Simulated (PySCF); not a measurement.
GaHBr2, SMILES [Br][GaH][Br].

Geometry: PBE0-D3(BJ)/def2-SVP.

Calculation: PBE/def2-TZVPD in PySCF.

Symmetry labels are those of the subgroup C2v that the program uses (full group C2v).

Computed valence orbital energies around the gap with their symmetry:
```csv
orbital,symmetry,energy (eV)
HOMO−7,B2,-18.99
HOMO−6,A1,-11.80
HOMO−5,A1,-8.96
HOMO−4,B2,-8.92
HOMO−3,B1,-7.96
HOMO−2,A2,-7.50
HOMO−1,A1,-7.40
HOMO,B2,-7.27
LUMO,B1,-2.66
LUMO+1,A1,-2.23
LUMO+2,B2,-0.39
LUMO+3,A1,-0.29
```
